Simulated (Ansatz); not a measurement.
Reaction (ligand exchange at a B–C bond): `CB(C)N` + `BN` → `BNB(C)N` + CH₄

Calculated with Ansatz (gas phase, PBE0-D4/def2-TZVP geometries, no zero-point term in ΔE). CBS: MP2 limit from def2 TZ/QZ plus the TZ coupled-cluster correction, frozen cores. This one scheme is used for every species. DFT in def2-TZVPP. B3LYP here is the variant with VWN-RPA as its local correlation; programs differ in this. Each species was taken in one conformer, which may not be the lowest.

**Question.** Is it downhill or uphill in electronic energy at CCSD(T)/CBS, and by how much? (An estimate is asked.)

**Answer.** Ansatz gave: Downhill: ΔE = -77.8 kJ/mol.

**Question.** What do these levels give: PBE0-D4, B3LYP-D4, r2SCANh-D4, BHLYP-D4, CAM-B3LYP-D4, B2PLYP, PBE-QIDH, PBE, CAM-B3LYP, LC-ωPBE, CCSD/def2-SVP, SCS-MP2/def2-QZVPP? (Best estimate.)

**Answer.** Ansatz gave: PBE0-D4 -74.6, B3LYP-D4 -78.7, r2SCANh-D4 -77.6, BHLYP-D4 -81.9, CAM-B3LYP-D4 -78.7, B2PLYP -77.4, PBE-QIDH -77.0, PBE -70.0, CAM-B3LYP -76.8, LC-ωPBE -72.3, CCSD/def2-SVP -82.4, SCS-MP2/def2-QZVPP -79.2 kJ/mol.

Largest T1 diagnostic among the species: 0.012.

In def2-TZVPP, CCSD(T) changes the Hartree–Fock value by +5.4 kJ/mol (the triples alone add −0.1 kJ/mol) and MP2 by +4.0 kJ/mol. The D4 term adds −3.4 kJ/mol with B3LYP and −1.9 kJ/mol with PBE0; it sums over pairs of atoms, weighted by their polarisabilities, and B3LYP, whose exchange is more repulsive, gets the larger term. Leaving LDA and LC-ωPBE aside and taking each functional with its dispersion term where it has one, the values, not all of them listed here, spread over 9.7 kJ/mol, from BHLYP-D4 to PBE-D4. LDA lies −4.2 kJ/mol from PBE without D4.
